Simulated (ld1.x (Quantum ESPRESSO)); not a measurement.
What one change does to a pseudopotential (iodine (I), TM)

```
Element                 : iodine
Generator               : ld1.x (Quantum ESPRESSO) 7.5
Type                    : norm-conserving Troullier–Martins (Kleinman–Bylander form)
Functional              : PBEsol
Relativity              : non-relativistic
Frozen core             : [Kr] 4d10
Valence charge          : 7
Reference configuration : 5s2 5p5
Partial waves           : 5s (bound): rc 1.60 bohr; 5p (bound): rc 1.90 bohr; 5d channel at 0.25 Ry: rc 1.95 bohr
Local potential         : all-electron potential smoothed inside 1.60 bohr (lloc = -2)
Core correction         : Bessel-smoothed model core inside 1.10 bohr
```

Change: scalar-relativistic.

Cutoffs: the cutoffs (Ry, on a coarse ladder) from which the occupation-weighted sum of valence levels, in a spherical-Bessel basis at the reference potential, stays within 10 and 1 mRy of its value at 400 Ry; they do not see the model core or the augmentation charge, which bear on the density cutoff. Errors are all-electron minus pseudo energies relative to the spin-unpolarised reference configuration.

Question: How do hardness, ghosts and transferability respond?

Answer: The potential gets softer (35 Ry and 70 Ry → 35 Ry and 60 Ry); of the 7 tests that both files solve, the error grows in 3 and shrinks in 4 by more than 15 % and 0.3 meV (median size 3.9 → 0.7 meV); neither file shows a bound ghost.

```csv
quantity,base,changed
"cutoff, loose",35 Ry,35 Ry
"cutoff, tight",70 Ry,60 Ry
bound ghosts,none,none
"error for 5s2 5p4, meV [ΔE 11.19 → 11.15 eV]",+3.9,-0.4
"error for 5s2 5p3, meV [ΔE 31.04 eV]",+17,+0.5
"error for 5s2 5p2, meV [ΔE 60.30 → 60.42 eV]",+37,-8.2
"error for 5s2 5p4.5, meV [ΔE 4.56 → 4.54 eV]",+0.9,-0.6
"error for 5s1 5p6, meV [ΔE 8.96 → 10.45 eV]",-3.9,-7.4
"error for 5s2 5p5.3, meV [ΔE -1.80 → -1.79 eV]",+0.3,+0.7
"error for 5s1 5p5, meV [ΔE 20.63 → 22.16 eV]",+3.7,-5.1
s: phases at 2.14 bohr within 0.05 rad from the reference energy up to (Ry; the scan ends near 5),0.3,0.8
p: phases at 2.14 bohr within 0.05 rad from the reference energy up to (Ry; the scan ends near 5),2.4,2.6
d: phases at 2.14 bohr within 0.05 rad from the reference energy up to (Ry; the scan ends near 5),1.0,1.0
```
